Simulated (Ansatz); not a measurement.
Born–Oppenheimer molecular dynamics of ClF4HTi (7 atoms, charge 0, multiplicity 1). It starts at the highest image of a converged band, a first-order saddle point between two minima.

These are results of RKS PBE0/def2-SVP in Ansatz, not measurements.

```
ensemble                      : NVE (velocity Verlet)
time step                     : 0.5 fs
steps asked                   : 200
starting velocities drawn for : 100 K
seed                          : 10356
```

First frame:

```xyz
7
Properties=species:S:1:pos:R:3
Ti -0.248 0.000 -0.012
F -0.041 -0.047 1.943
F 1.468 0.036 -0.106
F -0.652 1.380 -0.945
F -0.623 -1.432 -0.873
Cl -2.490 0.070 1.193
H -1.201 -0.007 2.018
```

**Question.** What does the run give?

**Answer.** All steps were run.

| Property | Result |
| --- | --- |
| steps done | 200 |
| time covered | 100 fs |
| mean temperature over the second half | 760 K |
| spread of the potential energy over the second half | 8.4 meV per atom |
| mean potential energy of the second half above the start | -60.9 meV per atom |

The conserved energy stayed within 0.037 meV per atom of its start (net change -0.015 meV per atom), so the integration is sound. The kinetic energy rose, since the run started high on the potential surface and went downhill. It ends in pieces (ClH + F4Ti), so much of that is their flight and rotation, not heat. A run of 0.1 ps of so small a system gives no equilibrium averages. The orbitals stay closed-shell, which can raise the energy where a bond breaks towards radicals; this wasn't checked here.

**Question.** What happens to the structure?

**Answer.** Between its relaxed ends the band would form F2–H7 and break Cl6–H7. These pairs go: F2–H7 1.16 → 3.24 Å, Cl6–H7 1.53 → 1.27 Å. In the last frame they stand as before the step (other bonds may differ from the relaxed reactants and products). Also parted: Ti1–Cl6 2.55 → 3.43 Å, Ti1–H7 2.24 → 3.96 Å. It ends as ClH + F4Ti. Pairs count as bonded within 1.25 times the sum of covalent radii (0.12 Å more for H–H). Another seed would give other details.

**Question.** How do temperature and energy run in time?

**Answer.** 
| time (fs) | T (K) | potential energy less start (eV) | conserved less start (meV/atom) |
| --- | --- | --- | --- |
| 0 | 100 | 0.000 | 0.00 |
| 8 | 47 | 0.035 | 0.01 |
| 16 | 53 | 0.030 | 0.01 |
| 24 | 74 | 0.017 | 0.01 |
| 32 | 123 | -0.015 | 0.01 |
| 40 | 265 | -0.107 | 0.00 |
| 48 | 429 | -0.212 | 0.02 |
| 56 | 647 | -0.354 | -0.03 |
| 64 | 732 | -0.409 | 0.00 |
| 72 | 774 | -0.435 | 0.00 |
| 80 | 831 | -0.472 | -0.01 |
| 88 | 814 | -0.461 | 0.02 |
| 96 | 858 | -0.490 | -0.03 |

Run time: 6.7 min on 4 threads of Arm Neoverse V1, with other jobs on the host, peak memory 0.29 GiB.
